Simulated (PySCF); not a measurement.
HO2Si, SMILES O[Si][O] (connectivity only; charge and spin as stated), neutral, multiplicity 2. Atoms are numbered in the order given.

```xyz
4

Si    -0.3826     0.1026     0.0000
O      0.3414     1.4462     0.0000
O      0.3542    -1.3582     0.0000
H     -0.2091    -2.1412     0.0000
```
Charge 0, spin multiplicity 2.

Geometry optimised at r2SCAN-D4/def2-TZVP. Other conformers were not sampled.

The numbers are results of PBE/pcH-1 (PySCF), not measurements.

Unrestricted Kohn–Sham, ⟨S²⟩ = 0.753. Hyperfine tensors hold the contact and dipolar terms, without spin-orbit corrections.

### Question
Estimate the hyperfine couplings. (An estimate is asked for; the answer gives what the named calculation found.)

### Answer

| nucleus | A(iso) (MHz) | A(iso) (G) | dipolar principal values (MHz) |
|---|---|---|---|
| 29Si no. 1 | -694.7 | -247.9 | -83.6, 35.3, 48.3 |
| 17O no. 2 | -1.8 | -0.6 | -91.8, 42.4, 49.4 |
| 17O no. 3 | -43.9 | -15.7 | -50.9, 23.3, 27.6 |
| 1H no. 4 | -9.7 | -3.4 | -13.7, -4.6, 18.3 |

### Question
And the g tensor (effective nuclear charges for spin-orbit coupling, GIAO)? (The exact figures need the calculation; the answer reports its results.)

### Answer
principal values 1.9956, 2.0014, 2.0034; isotropic 2.0001.
